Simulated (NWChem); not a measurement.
# Atomisation of sulfur difluoride (F2S)

SMILES: FSF
```xyz
3

F      1.2400     0.0000    -0.4940
S      0.0000     0.0000     0.5558
F     -1.2400     0.0000    -0.4940
```
Charge 0, spin multiplicity 1.

Program: NWChem. The geometry was optimised at B3LYP/def2-SVP, a minimum by its harmonic frequencies.

Basis set: def2-TZVP. The atomisation energy is electronic alone: no zero-point, thermal, spin-orbit or counterpoise terms. No value is extrapolated to the basis-set limit. Free atoms are single determinants with multiplicities F 2, S 3.

B3LYP has NWChem's definition, with VWN1-RPA local correlation. The stability of the SCF solutions was not checked. Open-shell Hartree-Fock references start from PBE0 orbitals.

Task: For the atomisation energy, LDA (SVWN5) gives 236.4 kcal/mol and HF gives 74.9 kcal/mol. What do BHandHLYP, B3LYP, PBE0 give?

Result: BHandHLYP: 148.9 kcal/mol; B3LYP: 172.0 kcal/mol; PBE0: 171.6 kcal/mol.
